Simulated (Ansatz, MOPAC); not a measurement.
Gas-phase reaction in SMILES: CO[SiH2] -> C[SiH2][O]

Wanted: isomerisation energy (enthalpy at 298 K), in kcal/mol. Terms: spin-orbit terms left out; open shells spin-unrestricted; non-relativistic; 6-31G* and kin with 6d, 5d where marked; valence correlation only; dispersion terms only where a functional's name holds one. Basis-set limits of correlation are two-point, X^-3; Hartree-Fock from the larger set. Ab initio and DFT rows: single points at B3LYP-D3(BJ) geometries (Ansatz, a program for electronic structure), with unscaled harmonic terms from B3LYP/6-31G* (Ansatz) at its own minima. Semi-empirical rows: MOPAC heats of formation at their own minima for 298 K.

```json
[
 {"species": "CO[SiH2]", "coefficient": "-1", "E at PBE/6-31G* (Ansatz), Eh": "-405.47782", "E at PBE/def2-TZVPD (Ansatz), Eh": "-405.56443", "H(298 K) - E, kcal/mol": "40.04", "heat of formation at PM3 (MOPAC), kcal/mol": "-39.90"},
 {"species": "C[SiH2][O]", "coefficient": "+1", "E at PBE/6-31G* (Ansatz), Eh": "-405.46947", "E at PBE/def2-TZVPD (Ansatz), Eh": "-405.55748", "H(298 K) - E, kcal/mol": "38.64", "heat of formation at PM3 (MOPAC), kcal/mol": "-31.33"}
]
```

Coupled cluster (Ansatz) is a level with limits of its own, used here on species with T1 under 0.025 (0.045 for open shells) and stable references: CCSD(T)/CBS(cc-pV(T+d)Z,cc-pV(Q+d)Z). Value to compare with, CCSD(T)/CBS(cc-pV(T+d)Z,cc-pV(Q+d)Z) (Ansatz): 2.3 kcal/mol. 1 Eh = 627.5095 kcal/mol.

**Question.** Work the quantity out at each level, and compare with CCSD(T)/CBS(cc-pV(T+d)Z,cc-pV(Q+d)Z) (Ansatz).

**Answer.** 
- PBE/6-31G*: the sum of coefficient times E is 0.00835 Eh, or 5.24 kcal/mol; the thermal terms add -1.40. Result: 3.8 kcal/mol. Its difference against CCSD(T)/CBS(cc-pV(T+d)Z,cc-pV(Q+d)Z) (Ansatz) is 1.5 kcal/mol.
- PBE/def2-TZVPD: the sum of coefficient times E is 0.00695 Eh, or 4.36 kcal/mol; the thermal terms add -1.40. Result: 3.0 kcal/mol. Its difference against CCSD(T)/CBS(cc-pV(T+d)Z,cc-pV(Q+d)Z) (Ansatz) is 0.7 kcal/mol.
- PM3: the sum of coefficient times heat of formation is 8.57 kcal/mol; it needs no thermal term. Its difference against CCSD(T)/CBS(cc-pV(T+d)Z,cc-pV(Q+d)Z) (Ansatz) is 6.3 kcal/mol.
